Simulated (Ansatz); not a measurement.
System: SeCl2, charge 1, doublet. SeCl2+ (parent SMILES Cl[Se]Cl, doublet).
B3LYP-D3(BJ)/def2-TZVP minimum from Ansatz (a program for electronic structure):
```
Se
Cl 1 2.0945
Cl 1 2.0945 2 104.44
```
Charge +1, spin multiplicity 2.

Total energies in def2-SVP, 19 correlated electrons, 24 frozen orbitals. Open shells are spin-unrestricted; no spin-orbit coupling. Correlated methods leave the cores frozen (noble-gas shells, and filled d and f shells in the p block). No relativity. The spin of Cl2Se+ (parent SMILES Cl[Se]Cl, doublet) was assumed, and the state is the lowest solution found for it.

```json
[
 {"method": "HF", "program": "Ansatz", "energy (Eh)": "-3317.91576", "minus CCSDT(Q) (mEh)": "423.82"},
 {"method": "MP2", "program": "Ansatz", "energy (Eh)": "-3318.28717", "minus CCSDT(Q) (mEh)": "52.41"},
 {"method": "CCSD", "program": "Ansatz", "energy (Eh)": "-3318.32279", "minus CCSDT(Q) (mEh)": "16.80"},
 {"method": "CCSD(T)", "program": "Ansatz", "energy (Eh)": "-3318.33681", "minus CCSDT(Q) (mEh)": "2.77"},
 {"method": "CCSDT(Q)", "program": "Ansatz", "energy (Eh)": "-3318.33958", "minus CCSDT(Q) (mEh)": "0.00"}
]
```

Rough core times of Ansatz's runs on a shared machine: CCSD(T) under 20 s, CCSDT(Q) 2 min.
